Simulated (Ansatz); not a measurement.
Calculated with Ansatz (gas phase, PBE0-D4/def2-TZVP geometries, no zero-point term in ΔE). CBS: MP2 limit from def2 TZ/QZ plus the TZ coupled-cluster correction, frozen cores. This one scheme is used for every species. Functionals use def2-TZVPP. Each species was taken in one conformer, which may not be the lowest.

Reaction (formal exchange of groups at the Si–Si bond): `N[Si](O)([SiH3])[SiH3]` + ethylene → `C=C[Si](N)(O)[SiH3]` + SiH₄

(1) Is it downhill or uphill in electronic energy at CCSD(T)/CBS, and by how much? (Estimate.)

(2) What do these levels give: PBE0-D4, ωB97M-V, B2PLYP, PBE0, CCSD/def2-TZVPP, HF/CBS(def2)? (Best estimate.)

Largest T1 diagnostic among the species: 0.013.

## Answers

(1) Computed: Downhill: ΔE = -4.3 kcal/mol.

(2) Ansatz gave: PBE0-D4 -2.0, ωB97M-V -5.3, B2PLYP -4.7, PBE0 -1.8, CCSD/def2-TZVPP -5.0, HF/CBS(def2) -6.4 kcal/mol.

From PBE to PBE0 (25 % exact exchange), in def2-TZVPP and without D4, ΔE moves by −1.2 kcal/mol.
